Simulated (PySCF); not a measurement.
Reaction (SMILES): N=C=O + H+ → C(=[NH2+])=O
B3LYP-D3(BJ)/def2-TZVP geometries, fixed; electronic energies without zero-point terms; positive where energy is released.

Effect of the SCF energy threshold at HF/def2-TZVP with PySCF, against the last row, where the proton affinity is 184.51 kcal/mol. The proton sits at the site shown, which need not be the one that binds it best.

```csv
setting,"SCF cycles, largest species",largest shift of a total energy (mEh),shift of the proton affinity (kcal/mol)
conv_tol: 1e-4,6,0.005,0.000
conv_tol: 1e-5,7,0.001,0.000
conv_tol: 1e-6,9,0.000,0.000
conv_tol: 1e-7,10,0.000,0.000
conv_tol: 1e-11,13,0.000,0.000
```

Within 0.02 kcal/mol in the proton affinity: conv_tol: 1e-4; conv_tol: 1e-5; conv_tol: 1e-6; conv_tol: 1e-7. The largest shift is 0.005 mEh in a total energy and 0.000 kcal/mol in the difference.
